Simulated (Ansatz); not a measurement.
Abridged output of a molecular run in Ansatz:

```
Functional definition: HF
1435 factors; integrals over basis functions are off by at most 1.6e-3 eV
mean field evaluation 1: about -9871.3821 eV, gradient 3.9e1 eV
mean field evaluation 2: about -9871.3980 eV, gradient 3.9e1 eV
mean field evaluation 4: about -9875.6347 eV, gradient 4.9e0 eV
mean field evaluation 8: about -9875.7102 eV, gradient 1.5e-4 eV
mean field -9875.71021844 eV, -362.9256565310 hartree, gradient 1.7e-6 eV, S^2 0.000000; 0 other end points of the search recorded, 0 dependent functions left out
8 core orbitals not correlated: weight in the atoms' cores, before any rotation towards them, 1.000 or more for the frozen orbitals, at most 0.000 for the correlated occupied ones
reference -9875.71021844 eV, -362.9256565310 hartree; 20, 20 occupied and 104, 104 virtual orbitals, 1435 factors
second order -19.21949670 eV of doubles, -0.00000000 eV of singles
cycle   1  -20.25041421 eV  change    -1.0e0 eV  update   1.1e-1
cycle   2  -20.82092816 eV  change   -5.7e-1 eV  update   3.6e-2
cycle   3  -20.97970233 eV  change   -1.6e-1 eV  update   2.5e-2
cycle   4  -20.98061303 eV  change   -9.1e-4 eV  update   9.2e-3
cycle   5  -20.97818689 eV  change    2.4e-3 eV  update   5.0e-3
cycle   6  -20.97818484 eV  change    2.0e-6 eV  update   1.7e-3
cycle   7  -20.97761466 eV  change    5.7e-4 eV  update   5.2e-4
cycle   8  -20.97765336 eV  change   -3.9e-5 eV  update   1.4e-4
cycle   9  -20.97769077 eV  change   -3.7e-5 eV  update   4.1e-5
perturbative correction -0.65026075 eV, -0.0238966416 hartree
Total energy: -9897.33816996 eV, -363.7204690894 hartree
```

Its atoms:

Cartesian coordinates in Å:
```
C -1.137 0.768 0.435
C 0.240 0.186 0.683
C 0.140 -1.140 1.428
N 0.974 0.035 -0.556
In 0.496 0.370 -2.485
H -1.076 1.737 -0.066
H -1.732 0.098 -0.194
H -1.671 0.907 1.377
H 0.779 0.890 1.338
H 1.132 -1.562 1.610
H -0.430 -1.862 0.836
H -0.354 -1.016 2.396
H 1.884 -0.373 -0.397
H -1.026 1.040 -2.877
H 1.782 -0.078 -3.529
```

Which basis set was used?
A. def2-QZVPP
B. def2-TZVPP
C. def2-SVP
D. cc-pV(T+d)Z

C. It gives 132 functions.

Write the keys of the input that set method, charge and spin (a neutral closed shell needs none for the last two).


```yaml
correlation: {method: ccsd_t}
```
